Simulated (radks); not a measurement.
Rh I, 45 electrons, occupied as [Kr] 4d7 5p2 (not the ground configuration). Method: Dirac Kohn-Sham, PBE, spin-unpolarised, spherical densities, point nucleus; open shells are shared between the two j in proportion to 2j + 1; computed with a radial shooting solver on a logarithmic mesh with Libxc functionals.

Normalised radial functions P(r) = r R(r) (large component), r in bohr:

```
   r/bohr * 4s1/2, o 4d3/2, + 5p3/2 (the largest magnitude, 1.16, reaches the edge; | marks zero, & curves that meet)
 0.003188                             &  *
 0.003711                             &  *
  0.00432                             &  *
  0.00499                             &   *
 0.005809                             &   *
 0.006762                             &   *
 0.007872                             &    *
 0.009092                             &    *
  0.01058                             &    *
  0.01232                             &     *
  0.01434                             &     *
  0.01657                             &     *
  0.01929                             o+    *
  0.02245                             o+   *
  0.02614                             o+  *
  0.03019                             o+ *
  0.03514                             o+*
  0.04091                             *&
  0.04763                           * |o+
    0.055                         *   |o+
  0.06403                       *     | &
  0.07454                     *       | +o
  0.08678                   *         | +o
   0.1002                   *         | + o
   0.1167                     *       |+    o
   0.1358                       *     +      o
   0.1581                            *+       o
   0.1826                            +|  *     o
   0.2126                           + |        *o
   0.2475                          +  |         o  *
   0.2881                          +  |        o     *
   0.3327                          +  |       o     *
   0.3874                           + |    o   *
    0.451                             +o*
    0.525                      *  o   |+
   0.6063             *      o        |  +
   0.7058      *         o            |   +
   0.8217  *         o                |    +
   0.9566  *      o                   |    +
    1.105     *   o                   |  +
    1.286         o *                 |+
    1.497           o    *          + |
    1.743              o      *  +    |
    2.013                o    +   *   |
    2.343                   &       * |
    2.728                 +    o     *|
    3.176                 +      o    *
    3.668                 +        o  *
     4.27                  +        o *
    4.971                   +        o*
    5.787                     +       &
    6.683                       +     &
     7.78                         +   &
    9.058                           + &
    10.54                            +&
    12.18                            +&
    14.18                             &
```

4s1/2: eigenvalue -89.167 eV, 3 radial nodes at r = 0.0411, 0.165, 0.466 bohr, <r> = 0.978 bohr, 90 % of the charge inside 1.42 bohr. 4d3/2: eigenvalue -11.898 eV, 1 radial node at r = 0.462 bohr, <r> = 1.47 bohr, 90 % of the charge inside 2.34 bohr. 5p3/2: eigenvalue -2.664 eV, 3 radial nodes at r = 0.148, 0.464, 1.34 bohr, <r> = 4.16 bohr, 90 % of the charge inside 6.39 bohr.
